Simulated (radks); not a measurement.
Pt, 78 electrons, occupied as [Xe] 4f14 5d9 6s1.

Method: scalar-relativistic Kohn-Sham, BLYP, spin-polarised, spherical densities, finite nucleus; open shells are filled with parallel spins first (spin-orbit coupling, left out, can overturn this in heavy ions); Fermi nuclear charge, rms radius 5.427 fm; computed with a radial shooting solver on a logarithmic mesh with Libxc functionals.

Energy parts (hartree):
total: -18410.6921
kinetic: 20523.1169
electron-nucleus: -45740.5226
Hartree: 7161.8264
exchange-correlation: -355.1128

Orbitals (lengths in bohr, moments of r in powers of bohr; <r^-3> diverges for s and p1/2; r(max) is where P^2 peaks):
orbital  occ.  eigenvalue (hartree)   r(max)  <r^-3>      <r>
1s up       1             -2881.301  0.01062       -  0.01715
1s down     1             -2881.300  0.01062       -  0.01715
2s up       1             -506.2084  0.06123       -  0.07236
2s down     1             -506.2059  0.06123       -  0.07236
2p up       3             -438.8627  0.05058   24240  0.06522
2p down     3             -438.8606  0.05058   24240  0.06522
3s up       1             -118.8955   0.1726       -   0.1871
3s down     1             -118.8943   0.1726       -   0.1871
3p up       3             -99.27398   0.1717    5517   0.1882
3p down     3             -99.27274   0.1717    5517   0.1882
3d up       5             -77.95277   0.1398   690.4   0.1704
3d down     5             -77.95090   0.1398   690.4   0.1704
4s up       1             -25.53514   0.3898       -   0.4151
4s down     1             -25.53241   0.3898       -   0.4151
4p up       3             -19.09769   0.4100    1319   0.4419
4p down     3             -19.09504   0.4100    1319   0.4419
4d up       5             -11.26922   0.4181   143.6   0.4683
4d down     5             -11.26615   0.4181   143.6   0.4682
5s up       1              -3.74449   0.8688       -   0.9526
5s down     1              -3.72787   0.8682       -   0.9515
4f up       7              -2.57145   0.3848   27.13   0.5164
4f down     7              -2.56710   0.3848   27.15   0.5160
5p up       3              -2.06350   0.9777   215.7    1.105
5p down     3              -2.04251   0.9766   216.9    1.103
5d up       5              -0.23358    1.265   11.37    1.705
6s up       1              -0.21942    2.380       -    2.909
5d down     4              -0.20463    1.261   11.47    1.707
6s down     0              -0.19166    2.397       -    2.988

The highest occupied level is 5d down at -5.568 eV. Spin moment in Bohr magnetons: 2. The electron density at the nucleus is 2.117e+06 e/bohr^3 (large components only). The spin density at the nucleus is 112.2 e/bohr^3 (1s 0.3, 2s -0.4, 3s 0.1, 4s 0.6, 5s -4.6, 6s 116.3). The density falls to 0.001 e/bohr^3 at r = 4.36 bohr.
